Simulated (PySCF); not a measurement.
## Molecular orbitals of TbH

M06-2X at R = 1.945 Å; basis Tb x2c-SVPall, H x2c-SVPall; spin-free X2C with a Gaussian nucleus; PySCF 2.14. State: septet, about 8.0 electrons in the 4f shell (Mulliken), real f orbitals that mix terms. Only the outer orbitals are listed, counted within each symmetry.

```
spin  orbital  occ.  ε (eV)  on Tb (%)            main shells (%)
   α      13σ     1   -8.59         49   51 H s, 22 Tb d, 19 Tb s
   α      14σ     1   -5.38        100           69 Tb s, 30 Tb d
   α       4δ     0   -0.99        100                   100 Tb d
   α       4δ     0   -0.89        100                   100 Tb d
   α       8π     0   -0.86        100                   100 Tb d
   β       3δ     1  -13.02        100                   100 Tb f
   β      12σ     1   -8.67         40   60 H s, 18 Tb s, 16 Tb d
   β      13σ     1   -4.95         97  72 Tb s, 15 Tb p, 10 Tb d
   β       7π     0   -0.51        100           85 Tb d, 15 Tb p
   β       7π     0   -0.51        100           85 Tb d, 15 Tb p
   β      14σ     0   -0.40         98           49 Tb d, 48 Tb p
```

Problem. Which are the highest filled and the lowest empty level, where do they sit, and how wide is the gap?

Solution. Highest filled β 13σ at -4.95 eV (in %: 72 Tb s, 15 Tb p, 10 Tb d); lowest empty α 4δ at -0.99 eV (in %: 100 Tb d); the gap at M06-2X is 3.96 eV.

```json
{
 "bond order (Mayer)": "0.94",
 "⟨S²⟩": "12.141",
 "charge on Tb (Mulliken, basis-dependent)": "0.15",
 "charge on Tb (Löwdin, basis-dependent)": "0.17",
 "dipole moment (positive dipole means Tb(−)H(+))": "-1.87 D"
}
```

Spin–orbit coupling is left out. The state is the lowest single determinant that the PBE0 search found; with open d or f shells the true ground state can be another one.
